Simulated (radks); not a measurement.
Neutral gadolinium inside a hard spherical wall (all orbitals vanish at R), configuration held at [Xe] 4f7 5d1 6s2 and not refilled when levels cross. Calculated with a radial shooting solver on a logarithmic mesh with Libxc functionals: scalar-relativistic Kohn-Sham, LDA (Slater exchange, VWN5 correlation), spin-polarised, spherical densities, finite nucleus; open shells are filled with parallel spins first (spin-orbit coupling, left out, can overturn this in heavy ions); Fermi nuclear charge, rms radius 5.1569 fm. Eigenvalues in eV for spin up, with the zero of energy where the potential of the charges vanishes at infinity; a dash marks a level that is unbound or too diffuse for the functional's potential to be trusted. A positive occupied level is held by the wall or, in an anion where self-interaction has pushed it up, behind a barrier. The pressure on the wall is -dE/dV.

R (bohr)  E (hartree)  kinetic (hartree)    e(5p)    e(4f)   e(6s)   e(5d)  e(6p, empty)  e(7s, empty)  pressure (GPa)
free      -11263.0793          12089.354  -28.259  -10.586  -4.481  -3.105        -1.490        -0.101               0
20        -11263.0793          12089.354  -28.259  -10.586  -4.481  -3.105        -1.490         0.000        < 0.0001
15        -11263.0793          12089.355  -28.258  -10.585  -4.480  -3.103        -1.482         0.291        0.000120
10        -11263.0772          12089.374  -28.124  -10.448  -4.376  -2.986        -1.225         2.230          0.0490
8         -11263.0640          12089.462  -27.640   -9.950  -3.954  -2.558        -0.439         5.623           0.554
7         -11263.0382          12089.602  -27.027   -9.312  -3.331  -1.999         0.609         9.360            1.93
6         -11262.9688          12089.921  -25.925   -8.142  -1.954  -0.927         2.785        16.273            7.17
5         -11262.7720          12090.710  -23.976   -6.001   1.304   1.203         7.641        30.076            30.4
3.5       -11261.2726          12096.385  -16.384    2.909  20.673  11.192        33.486        92.196             472
2.5       -11254.3609          12121.010    5.453   26.361  86.534  41.095        110.72        250.87            5930
